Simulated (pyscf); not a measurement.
Hydrogen shift: [H₃C–Al–CH₃]• -> •H₂C–AlH–CH₃

Gas phase, doublet surface, charge 0. Bonds broken: C1–H7. Bonds formed: Al2–H7. Structures and frequencies: ωB97X-D3(BJ)/def2-SVP in PySCF. Correlated levels are frozen-core, on RHF or UHF. ΔMP2 is the change of the MP2 total energy from the triple- to the quadruple-zeta basis.

Transition state (Å):

```xyz
9

C      2.0720    -0.6090     1.4464
Al     1.6414     0.4499    -0.0462
C      0.0127     1.1816    -0.8472
H     -0.6778     0.3749    -1.1457
H      1.5445    -0.6777     2.4135
H      3.0650    -1.0778     1.4881
H      2.8504     0.9353     1.0023
H      0.2079     1.8099    -1.7302
H     -0.5090     1.8070    -0.1006
```

One imaginary mode, 1568i cm⁻¹; descent along it reached the two sides named.

| bond | change | reactant side (Å) | saddle | product side |
|---|---|---|---|---|
| C1–H7 | breaks | 1.105 | 1.785 | 3.0 |
| Al2–H7 | forms | 2.570 | 1.672 | 1.591 |

Electronic energies relative to the reactant's lowest minimum found (kJ/mol):

```
level                             barrier  reaction energy  reverse barrier
--------------------------------  -------  ---------------  ---------------
ωB97X-D3(BJ)/def2-TZVP              223.7            +62.3            161.4
PBE/def2-TZVP                       195.5            +81.7            113.8
r²SCAN/def2-TZVP                    198.8            +65.2            133.6
B3LYP-D3(BJ)/def2-TZVP              207.6            +64.9            142.8
PBE0-D3(BJ)/def2-TZVP               213.3            +75.2            138.2
M06-2X/def2-TZVP                    221.5            +76.1            145.4
ωB97M-D3(BJ)/def2-TZVP              214.1            +59.7            154.3
HF/def2-TZVP                        245.5            +31.5            214.0
MP2/def2-QZVPP                      243.0            +76.0            167.0
CCSD/def2-TZVPP                     222.5            +57.9            164.6
CCSD(T)/def2-TZVPP                  216.9            +63.1            153.8
CCSD(T)/def2-TZVPP + ΔMP2(QZVPP)    215.9            +63.3            152.6
```

With CCSD(T)/def2-TZVPP + ΔMP2(QZVPP) energies and thermal terms (ideal gas, 1 atm, RRHO with modes under 100 cm⁻¹ raised to 100, one conformer, R ln 2 for rigid chiral ones), in kJ/mol:

| T (K) | ΔH‡ | ΔG‡ | ΔH | ΔG |
|---|---|---|---|---|
| 298 | 199.6 | 200.8 | +50.5 | +49.8 |
| 600 | 199.0 | 202.3 | +52.5 | +48.3 |
| 900 | 198.5 | 204.1 | +54.3 | +45.8 |
| 1200 | 197.6 | 206.1 | +55.8 | +42.7 |

One saddle was located; it need not be the lowest between these sides. The CCSD(T) − MP2 part came from Ansatz, without density fitting, on the same reference.
